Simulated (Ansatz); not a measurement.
Ag2H2, relaxed as a triplet with UKS PBE0-D4/def2-TZVP in Ansatz, starting from the PBE0-D4/def2-TZVP geometry of the neutral singlet. Force threshold 0.02 eV/Å.

In the def2 sets Ag takes a core potential; there is no spin–orbit coupling. At PBE0-D4/def2-TZVP a singlet of charge 0 lies 1.64 eV below the triplet, each at its own geometry. The structure comes from a short search, and lower isomers may exist.

Start:

| atom | x (Å) | y (Å) | z (Å) |
| --- | --- | --- | --- |
| Ag1 | 0.755 | 1.639 | 0.942 |
| Ag2 | -0.214 | -0.598 | -0.305 |
| H3 | 0.027 | -2.200 | -0.607 |
| H4 | -0.568 | 1.159 | -0.030 |

Estimate the energy that the relaxation releases and the steps that it takes.

17.8 kcal/mol, in 13 steps; 20 s on 4 threads of Arm Neoverse V2 on a shared host. No frequencies were taken in this run, so the end may be a saddle point.

Does the start keep its bonding and symmetry?

Bonds formed: Ag1–H3 (atoms count from 1). Point group Cs at the start, D2h at the end, both within 0.05 Å.

Predict the relaxed structure.


```csv
atom,x (Å),y (Å),z (Å)
Ag1,0.953,0.621,0.778
Ag2,-0.953,-0.621,-0.778
H3,0.602,-1.032,0.087
H4,-0.602,1.033,-0.087
```
Bond lengths (bridged metal pairs left out): 4 × Ag–H 1.83 Å.
